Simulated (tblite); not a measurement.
Species: C4H3F3O2.
InChI=1S/C4H3F3O2/c5-4(6,7)3-2(8)1-9-3/h3H,1H2/t3-/m0/s1

Method: GFN2-xTB as coded in tblite; computed harmonic values from a numerical Hessian at the method's own geometry, unscaled. Against measured fundamentals such values can be off by several per cent, at times by over 20.

Harmonic wavenumbers (cm⁻¹): 42.7, 101.1, 109.8, 216.9, 289.4, 361.4, 418.8, 463.8, 483.6, 559.1, 606.9, 728.7, 767.1, 891.4, 951.9, 1008.8, 1044.8, 1062.6, 1067.2, 1078.4, 1087.7, 1154.7, 1167.8, 1204.2, 1230.8, 1394.8, 1905.9, 2929.5, 2942.2, 2958.9.

A = 2698, B = 1430, C = 1156 MHz; mass 140.009 u (most abundant isotopes); point group C1, symmetry number 1.

**Question.** What is the zero-point energy?

**Answer.** ½Σν̃ = 15115 cm⁻¹ = 43.22 kcal/mol.

**Question.** What is S at 298.15 K and 1 bar for an ideal gas of classical rigid rotors and harmonic oscillators?

**Answer.** Translation 40.75, rotation 28.67, vibration 21.14: S = 90.6 cal/(mol K).

**Question.** And Cp and H(298.15 K) − H(0)?

**Answer.** Cp = 30.38 cal/(mol K), of which vibrations give 22.43 (their classical limit is 30 R = 59.6); H(298.15 K) − H(0) = 5.68 kcal/mol without the zero-point energy, 3.31 from vibrations.

**Question.** Which modes carry the vibrational entropy at 298.15 K?

**Answer.** 42.7 cm⁻¹: 5.13; 101.1 cm⁻¹: 3.43; 109.8 cm⁻¹: 3.27; 216.9 cm⁻¹: 1.98; 289.4 cm⁻¹: 1.48; 361.4 cm⁻¹: 1.12 cal/(mol K); the other 24 give 4.72 together.

**Question.** Blend soft modes into free rotors: weight 1/[1 + (100 cm⁻¹/ν̃)⁴] for the oscillator and the rest for a rotor with moment μB/(μ + B), μ = h/(8π²ν), B = 10⁻⁴⁴ kg m². What vibrational entropy results?

**Answer.** 19.27 cal/(mol K) in place of 21.14, which changes −T·S at 298.15 K by +0.56 kcal/mol.

Hindered rotation and anharmonicity are outside this model. The structure is chiral; the term R ln 2 for an equal mix with its mirror image is left out.

Hardware: one thread, Arm Neoverse V2, no GPU (shared host). The figure is for the frequency step alone.

Shape of the structure used: `[O:1]=[C:2]1[CH2:3][O:4][C@@H:5]1[C:6]([F:7])([F:8])[F:9]`: O4–C5–C6–F7 -56°.
